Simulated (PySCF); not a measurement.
HOSi, SMILES [SiH]=O (connectivity only; charge and spin as stated), charge +1, multiplicity 1. Atoms are numbered in the order given.

```xyz
3

O      0.0000     0.0000     1.0330
Si     0.0000     0.0000    -0.4519
H      0.0000     0.0000    -1.9375
```
Charge +1, spin multiplicity 1.

Geometry optimised at PBE0-D3(BJ)/def2-TZVPD. The multiplicity is an assumed one; other spin states were not compared. The isomer is the one that the SMILES or the coordinates give; other isomers of the formula were not compared.

These are PBE/pcSseg-2 in PySCF values and carry that method's errors.

GIAO shieldings, no solvent; atoms alike by connectivity are averaged. δ = σ(ref) − σ: ¹⁷O against H2O (σ = 327.5 ppm); ²⁹Si against TMS (σ = 324.1 ppm); ¹H against TMS (σ = 31.47 ppm), references at their B3LYP-D3(BJ)/def2-TZVP geometries, non-relativistic.

| nucleus | atoms | count | δ (ppm) |
|---|---|---|---|
| ¹⁷O | O1 | 1 | 421.2 |
| ²⁹Si | Si2 | 1 | 45.9 |
| ¹H | H3 | 1 | 8.73 |
